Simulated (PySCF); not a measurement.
Mo(NH)(S)(Cl)(NH2) (ClH3MoN2S), SMILES [NH2][Mo](=[NH])([Cl])=[S], multiplicity 1.

Geometry: B3LYP-D3(BJ)/def2-SVP. The spin state was assumed, not searched. The structure was generated by enumeration; whether it is a known compound was not checked. The def2 effective core potentials stand for the cores of Mo; spin–orbit coupling is left out. The values are those of a single conformer.

Two levels are set side by side: PBE/def2-TZVP (PySCF) and r2SCAN/def2-TZVP (PySCF). Same geometry, gas phase. Differences are taken from unrounded values.

| quantity | PBE |
|---|---|
| orbital gap (eV) | 3.03 |
| highest occupied level (eV) | -6.39 |
| lowest empty level (eV) | -3.37 |
| dipole moment (D) | 3.41 |
| mean polarisability (bohr³) | 91.8 |

Question: These are the PBE values. What does r2SCAN give? (An estimate is asked for; the answer gives what the named calculation found.)

Answer: 
| quantity | r2SCAN | PBE minus r2SCAN |
|---|---|---|
| orbital gap (eV) | 3.30 | -0.28 |
| highest occupied level (eV) | -6.68 | 0.29 |
| lowest empty level (eV) | -3.38 | 0.01 |
| dipole moment (D) | 3.50 | -0.09 |
| mean polarisability (bohr³) | 90.2 | 1.6 |

Rough cost on one machine, each run with all the roots and properties that it gave: r2SCAN against PBE about 3 times.
